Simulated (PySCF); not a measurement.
## Deuteron quadrupole couplings in `C#CP(C)C(F)=C(F)F`

C₅H₄F₃P.
Cartesian coordinates in Å at the PBE0-D3(BJ)/def2-SVP level; atoms count from 1:
```xyz
13
C5H4F3P angstrom
C      2.5860   -0.8099   -1.0461
C      1.4561   -0.3823   -0.9106
P     -0.2138    0.2144   -0.8874
C      0.0515    1.8836   -0.1382
C     -0.7984   -0.6634    0.5981
F     -0.1460   -0.5051    1.7572
C     -1.8749   -1.4584    0.5965
F     -2.6000   -1.6996   -0.4614
F     -2.3271   -2.0842    1.6481
H      3.5883   -1.1850   -1.1496
H     -0.9319    2.3497    0.0220
H      0.6184    2.4983   -0.8519
H      0.5971    1.8250    0.8131
```

Level: PBE0/pcSseg-1 (PySCF, non-relativistic); Q(2H) = 0.00286 b; rigid geometry, the same for H and D, with no vibrational averaging.

Task: Give the electric field gradient Vzz (the principal value of largest size), its asymmetry and the 2H coupling at each hydrogen.

Result: 
```csv
atom,bonded to,bond length (Å),Vzz (au),η,χzz (kHz)
H10,C1,1.075,0.3392,0.02,228
H11,C4,1.100,0.2931,0.03,197
H12,C4,1.099,0.2942,0.03,198
H13,C4,1.098,0.2931,0.01,197
```

Task: A static deuteron (I = 1) shows a doublet split by (3/2)χ, (3/4)χ(1 + η) and (3/4)χ(1 − η) with the field along z, y and x of the gradient. What are these for H10?

Result: With |χ| = 227.9 kHz and η = 0.017: 342, 174 and 168 kHz, to first order and without motion.

The structure is a single PBE0-D3(BJ)/def2-SVP conformer in the gas phase; no vibrational or solvent corrections. These gradients aren't converged with respect to the basis.
